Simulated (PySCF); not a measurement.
# Tc⁺: interval between two levels

Tc⁺ [Kr] 4d5 5s1 [7S3, M_J = 3] → Tc⁺ [Kr] 4d6 [5D4, M_J = 4], as a difference of total energies. Calculation: PySCF 2.14, in x2c-TZVPall-2c with one added diffuse shell each of s, p, d type (9s10p8d1f, 86 functions); the two-component X2C-1e Hamiltonian. Correlated levels: [Ar] 3d10 frozen; the 6 highest virtual spinors dropped. "Screened" scales the spin-orbit matrix elements by Boettger's factors to mimic the two-electron term; Breit and QED terms are absent.

```tsv
method	interval between two levels (cm⁻¹)
GHF (spin-free)	12359
GMP2 (spin-free)	8983.8
GHF (screened spin-orbit)	11677
GMP2 (screened spin-orbit)	8200.6
```

The labels give the starting determinants; with spin-orbit coupling the two ends relaxed to ⟨J²⟩ = 12.00, ⟨L²⟩ = 0.02, ⟨S²⟩ = 11.99 and ⟨J²⟩ = 20.05, ⟨L²⟩ = 6.09, ⟨S²⟩ = 5.99.
